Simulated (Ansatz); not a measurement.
The cluster Ge3. Total charge 0; singlet. Geometry PBE-D4/def2-TZVP, basis def2-TZVP, Ansatz.

```xyz
3

Ge   -0.3440    1.5539    0.4302
Ge    0.6540   -1.3616    0.6606
Ge   -0.3100   -0.1923   -1.0908
```

| run | HOMO (eV) | LUMO (eV) |
| --- | --- | --- |
| A | -5.85 | -3.49 |
| B | -8.20 | -1.54 |
| C | -6.68 | -2.58 |
| D | -5.49 | -4.07 |
| E | -6.09 | -3.39 |
| F | -6.25 | -3.45 |

LC-ωPBE has ω = 0.4 bohr⁻¹. B3LYP takes the VWN-RPA correlation. The order of the spin states hangs on the level: the triplet lies 0.12 eV below the singlet at PBE0-D4/def2-TZVP, but 0.02 eV above it at B3LYP-D4/def2-TZVP. The structure comes from a short search, and lower isomers may exist.

Q: The runs used B3LYP, BHLYP, LC-ωPBE, PBE0, r2SCAN, r2SCAN0. Estimate which is which.

A: A B3LYP (20 % exact exchange); B LC-ωPBE (range-separated); C BHLYP (50 % exact exchange); D r2SCAN (0 % exact exchange); E PBE0 (25 % exact exchange); F r2SCAN0 (25 % exact exchange). Exact exchange lowers occupied and raises empty levels; among semilocal functionals meta-GGAs tend to open the gap a little, and such runs are hard to tell apart. The gap grows from 1.42 eV (r2SCAN) to 6.67 eV (LC-ωPBE).
